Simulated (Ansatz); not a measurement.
A first, cheap relaxation of `Br[SiH]1C=N1`.

```yaml
crystal:
  periodic: [false, false, false]
  atoms:
    - {symbol: Br, position_ang: [-1.858600, -0.716500, -1.404000]}
    - {symbol: Si, position_ang: [-0.102800, 0.297000, -0.640700]}
    - {symbol: C, position_ang: [0.163500, 0.145000, 1.054400]}
    - {symbol: N, position_ang: [0.735300, -0.877100, 0.502400]}
    - {symbol: H, position_ang: [0.960900, 0.579500, -1.658500]}
    - {symbol: H, position_ang: [0.143700, 0.508100, 2.100200]}
basis:
  gaussian: {orbitals: def2-SVP}
hamiltonian: {xc: pbe, dispersion: d4}
relax: {f_tol: 0.03, max_steps: 200}
```

```sh
$ ansatz run in.yaml --threads 2 --pin off --events-out ev --progress --plain --max-ram 4352MiB
```

Output, abridged:

```
Functional definition: PBE
mean field -80452.03967854 eV, -2956.5579258353 hartree, gradient 2.0e-5 eV, S^2 0.000000; 0 other end points of the search recorded, 0 dependent functions left out
relax step   1: F+E_penalty+E_count = -80452.19693608 eV  Δ(F+E_penalty+E_count) = +0.000e0 eV  max|allowed force component| = 2.380e0 eV/Å  Δτ_max = 0.0000 Å  (28 SCF iters, accepted)
mean field -80452.34112068 eV, -2956.5690036297 hartree, gradient 2.6e-5 eV, S^2 0.000000; 0 other end points of the search recorded, 0 dependent functions left out
relax step   2: F+E_penalty+E_count = -80452.49232638 eV  Δ(F+E_penalty+E_count) = -2.954e-1 eV  max|allowed force component| = 9.096e-1 eV/Å  Δτ_max = 0.1798 Å  (36 SCF iters, accepted)
mean field -80452.37482030 eV, -2956.5702420676 hartree, gradient 2.5e-5 eV, S^2 0.000000; 0 other end points of the search recorded, 0 dependent functions left out
relax step   3: F+E_penalty+E_count = -80452.52593069 eV  Δ(F+E_penalty+E_count) = -3.360e-2 eV  max|allowed force component| = 2.487e-1 eV/Å  Δτ_max = 0.0419 Å  (30 SCF iters, accepted)
mean field -80452.38227800 eV, -2956.5705161330 hartree, gradient 2.5e-5 eV, S^2 0.000000; 0 other end points of the search recorded, 0 dependent functions left out
relax step   4: F+E_penalty+E_count = -80452.53376077 eV  Δ(F+E_penalty+E_count) = -7.830e-3 eV  max|allowed force component| = 2.619e-1 eV/Å  Δτ_max = 0.0277 Å  (30 SCF iters, accepted)
mean field -80452.38597450 eV, -2956.5706519770 hartree, gradient 2.4e-5 eV, S^2 0.000000; 0 other end points of the search recorded, 0 dependent functions left out
relax step   5: F+E_penalty+E_count = -80452.53751814 eV  Δ(F+E_penalty+E_count) = -3.757e-3 eV  max|allowed force component| = 2.021e-1 eV/Å  Δτ_max = 0.0158 Å  (30 SCF iters, accepted)
mean field -80452.38435386 eV, -2956.5705924195 hartree, gradient 2.5e-5 eV, S^2 0.000000; 0 other end points of the search recorded, 0 dependent functions left out
relax step   6: F+E_penalty+E_count = -80452.53580405 eV  Δ(F+E_penalty+E_count) = +1.714e-3 eV  max|allowed force component| = 3.543e-1 eV/Å  Δτ_max = 0.0234 Å  (30 SCF iters, rejected (line search))
mean field -80452.38751939 eV, -2956.5707087507 hartree, gradient 2.4e-5 eV, S^2 0.000000; 0 other end points of the search recorded, 0 dependent functions left out
relax step   7: F+E_penalty+E_count = -80452.53909631 eV  Δ(F+E_penalty+E_count) = -1.578e-3 eV  max|allowed force component| = 2.167e-2 eV/Å  Δτ_max = 0.0098 Å  (31 SCF iters, accepted)
mean field -80452.38751939 eV, -2956.5707087507 hartree, gradient 2.6e-5 eV, S^2 0.000000; 1 other end points of the search recorded, 0 dependent functions left out
Total energy: -80452.53912570 eV, -2956.5762801799 hartree
Atom 0 at    -1.925114    -0.666017    -1.558523 Å, force     0.000870     0.001370     0.001473 eV/Å
Atom 1 at    -0.034879     0.084552    -0.673263 Å, force    -0.002982     0.007643     0.000388 eV/Å
Atom 2 at     0.229535     0.177493     1.099226 Å, force    -0.013344     0.018130     0.007348 eV/Å
Atom 3 at     0.744693    -0.917982     0.643527 Å, force     0.014771    -0.021675     0.003258 eV/Å
Atom 4 at     0.850086     0.697344    -1.698825 Å, force    -0.000695    -0.000913     0.000862 eV/Å
Atom 5 at     0.177678     0.560610     2.141658 Å, force     0.001381    -0.004556    -0.013329 eV/Å
Dipole moment:    -0.011038     0.347106     0.026224 e Å
```

Run time 6.5 s (2 threads of an Intel Xeon Platinum 8559C on a shared host); peak host memory 0.16 GiB.
